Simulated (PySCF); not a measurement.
# Bi²⁺: ionisation energy

Bi²⁺ [Xe] 4f14 5d10 6s2 6p1 (2P) → Bi³⁺ [Xe] 4f14 5d10 6s2 (1S), as a difference of total energies. All numbers are calculated (PySCF 2.14, a scalar-relativistic core potential, in def2-TZVP with the def2 core potential (60 electrons) (6s5p3d2f, 50 functions)). Correlated levels: valence: 5s2 5p6 5d10 frozen. The calculations carry no spin-orbit coupling.

```tsv
method	ionisation energy (eV)	difference from reference (eV)
UHF	23.039	-2.532
TPSS	23.532	-2.039
M06-2X	23.656	-1.915
MP2 (valence)	23.231	-2.340
SCS-MP2 (valence)	23.219	-2.352
CCSD (valence)	23.285	-2.286
CCSD(T) (valence)	23.295	-2.276
```

Reference: 25.571 eV (measured; NIST Atomic Spectra Database, ionization energies).

The reference lies between the lowest fine-structure levels, while these numbers refer to the centres of the terms.

Errors of the correlated levels include the incompleteness of this basis and the frozen core.
